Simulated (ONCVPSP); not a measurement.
# An all-electron radial function and its pseudo partner (iron (Fe))

Columns: radius, all-electron u(r) and pseudo u(r) of the 3d shell (level -7.40 eV) of iron in the configuration [Ne] 3s2 3p6 3d6 4s2; BLYP, scalar-relativistic, ONCV scheme, ONCVPSP 4.0.1.

| r (bohr) | all-electron | pseudo |
| --- | --- | --- |
| 0.077 | 0.0380 | 0.0068 |
| 0.154 | 0.1739 | 0.0502 |
| 0.231 | 0.3567 | 0.1527 |
| 0.308 | 0.5350 | 0.3130 |
| 0.385 | 0.6829 | 0.5082 |
| 0.462 | 0.7925 | 0.7028 |
| 0.539 | 0.8651 | 0.8625 |
| 0.616 | 0.9057 | 0.9659 |
| 0.693 | 0.9204 | 1.0085 |
| 0.770 | 0.9157 | 1.0005 |
| 0.847 | 0.8974 | 0.9609 |
| 0.924 | 0.8699 | 0.9077 |
| 1.001 | 0.8367 | 0.8539 |
| 1.078 | 0.8000 | 0.8053 |
| 1.155 | 0.7617 | 0.7624 |
| 1.232 | 0.7229 | 0.7228 |
| 1.309 | 0.6845 | 0.6844 |
| 1.386 | 0.6470 | 0.6469 |
| 1.463 | 0.6107 | 0.6106 |
| 1.540 | 0.5759 | 0.5759 |
| 1.617 | 0.5428 | 0.5427 |
| 1.694 | 0.5113 | 0.5112 |
| 1.771 | 0.4814 | 0.4814 |
| 1.848 | 0.4532 | 0.4532 |
| 1.925 | 0.4266 | 0.4265 |
| 2.002 | 0.4015 | 0.4014 |

How many radial nodes do the two functions have?

The all-electron 3d function has n − l − 1 = 0; the pseudo-wave has 0.

At about which radius was the pseudo-wave matched?

1.24 bohr, where the columns begin to agree (steps of 0.08 bohr).

Is the pseudo-wave norm-conserving?

Yes: the ONCV scheme keeps the norm inside the radius equal to the all-electron one, which fixes the energy derivative of the logarithmic derivative at the level.
